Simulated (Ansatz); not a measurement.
Cost and result for the atomization energy of `C=C1CCOC1=O` (13 atoms, 13 bonds).

| atom | x (Å) | y (Å) | z (Å) |
| --- | --- | --- | --- |
| C1 | -0.341 | -1.094 | 1.651 |
| C2 | -0.186 | -0.286 | 0.613 |
| C3 | 1.030 | 0.072 | -0.175 |
| C4 | 0.422 | 0.645 | -1.456 |
| O5 | -0.914 | 1.038 | -1.131 |
| C6 | -1.334 | 0.448 | 0.012 |
| O7 | -2.454 | 0.548 | 0.414 |
| H8 | 0.486 | -1.644 | 2.085 |
| H9 | -1.325 | -1.215 | 2.089 |
| H10 | 1.608 | 0.839 | 0.350 |
| H11 | 1.692 | -0.773 | -0.367 |
| H12 | 0.372 | -0.103 | -2.252 |
| H13 | 0.944 | 1.525 | -1.832 |

Charge 0, multiplicity 1. The structure was optimised at the PBE0-D4/def2-TZVP level. Program: Ansatz. All runs use 4 threads of an Arm Neoverse V2 on a shared host. Times are those of one run each, without the atoms' runs, and a repeat can differ threefold. Electronic energies, without spin–orbit coupling; frozen cores. CCSD(T)/CBS adds CCSD(T) − MP2 in def2-TZVPP to the MP2 limit, and its time is that of the two runs behind it. T1 = 0.014; the RHF reference is unstable towards UHF. B3LYP takes the VWN-RPA correlation (the form of Gaussian; ORCA's B3LYP/G).

CCSD(T)/CBS is a level of theory with its own doubt, some kJ/mol a heavy atom from the limit and from the frozen cores, so smaller differences don't rank the functionals.

```
                             level  functions  wall time  atomization (kcal/mol)  difference from CCSD(T)/CBS  per bond
                BLYP-D4/def2-TZVPP        301      2.9 s                  1408.3                          9.4       0.7
   PBE-D4/def2-TZVPP (with forces)        301      3.3 s                  1457.1                         58.2       4.5
               BHLYP-D4/def2-TZVPP        301      4.1 s                  1346.8                        -52.1      -4.0
           CAM-B3LYP-D4/def2-TZVPP        301      4.4 s                  1408.6                          9.7       0.7
r2SCAN-D4/def2-TZVPP (with forces)        301      6.5 s                  1412.1                         13.2       1.0
 B3LYP-D4/def2-TZVPP (with forces)        301      6.5 s                  1401.6                          2.7       0.2
             r2SCANh-D4/def2-TZVPP        301        7 s                  1399.9                          1.0       0.1
                 B2PLYP/def2-TZVPP        301        8 s                  1389.7                         -9.2      -0.7
               PBE-QIDH/def2-TZVPP        301      8.5 s                  1401.9                          3.0       0.2
                  CCSD(T)/def2-SVP        128       18 s                  1343.7                        -55.2      -4.3
                    MP2/def2-QZVPP        579       40 s                  1424.0                         25.1       1.9
                CCSD(T)/def2-TZVPP        301     19 min                  1364.1                        -34.8      -2.7
                 CCSD(T)/CBS(def2)          –     20 min                  1398.9                          0.0       0.0
```

At CCSD(T), def2-SVP lies −55.3 kcal/mol from the extrapolated value and def2-TZVPP −34.8 kcal/mol: correlation converges slowly with the basis, and small sets miss more of it in the bonded molecule than in its fragments. The D4 term adds +10.9 kcal/mol with B3LYP and +5.8 kcal/mol with PBE0; it sums over pairs of atoms, weighted by their polarisabilities, and B3LYP, whose exchange is more repulsive, gets the larger term. From PBE to PBE0 (25 % exact exchange), in def2-TZVPP and without D4, the atomization energy moves by −36.5 kcal/mol: exact exchange takes away binding that semilocal exchange gives to molecules.
